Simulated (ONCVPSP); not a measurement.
Plane-wave convergence, ONCV potential for Be

ONCVPSP 4.0.1 input, shortened (lines: element, Z, core and valence counts, functional; n l f; lmax; l rc ep ncon nbas qcut; lloc lpopt rc5 dvloc0; l nproj debl; icmod fcfact rcfact), LDA (Perdew-Wang 92), scalar-relativistic:

```
  Be 4.00    1    2  -001012      upf
    1    0    2.00
    2    0    1.50
    2    1    0.50
    1
    0    1.35    0.00    4    8    5.40
    1    3.10    0.00    3    6    4.80
    0    5    1.35    0.00
    0    0    3.30
    1    1    1.60
    3    5.25    1.75
```

For each optimised wave give the share of its norm inside rc, the residual kinetic energy above qcut (Ha) and the cutoffs (Ha) for errors of 10, 1, 0.1 and 0.01 mHa per electron.

```csv
wave,norm inside rc,residual KE,10 mHa,1 mHa,0.1 mHa,0.01 mHa
2s,0.104,1.8e-04,2.9,6.1,30.8,92.8
2p,0.567,1.0e-08,3.2,5.3,7.0,8.4
```

The occupied waves need 6.1 Ha and 31 Ha for 1 and 0.1 mHa.
